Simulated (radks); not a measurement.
Valence configurations of Se2+ (all share [Ar]). Calculated with a radial shooting solver on a logarithmic mesh with Libxc functionals: scalar-relativistic Kohn-Sham, PBE, spin-polarised, spherical densities, finite nucleus; open shells are filled with parallel spins first; Fermi nuclear charge, rms radius 4.14 fm. Energies are relative to 3d10 4s2 4p2; eigenvalues in eV for spin up.

valence           E (eV)  moment (Bohr magnetons)    e(3d)    e(4p)    e(4s)
3d10 4s2 4p2       0.000                        2  -75.818  -26.369  -38.535
3d10 4s1.5 4p2.5   4.716                        3  -76.542  -27.046  -39.323
3d10 4s1 4p3       8.950                        4  -77.211  -27.643  -40.037
3d10 4s0.5 4p3.5  17.054                        3  -78.105  -27.743  -40.161
3d9.5 4s2 4p2.5   25.654                        3  -82.342  -27.735  -40.353
3d9.5 4s1 4p3.5   36.628                        4  -83.806  -28.714  -41.531
3d9 4s2 4p3       53.493                        4  -88.987  -29.063  -42.121

NIST lists [Ar] 3d10 4s2 4p2 as the ground configuration; this level of theory agrees among the configurations tried. The energies are those of spherical high-spin densities, not of single terms.
